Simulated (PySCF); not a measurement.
A structure optimised at PBE-D3(BJ)/def2-TZVPD, used in a PySCF frequency run:

```xyz
2

Cd     0.0000     0.0000    -0.5629
S      0.0000     0.0000     1.6887
```

Question: Write its SMILES, formula and point group.

Answer: [S]=[Cd], CdS, C∞v

Question: What are its rotational constants (standard atomic weights)?

Answer: 3.9963 GHz (linear rotor, B only)
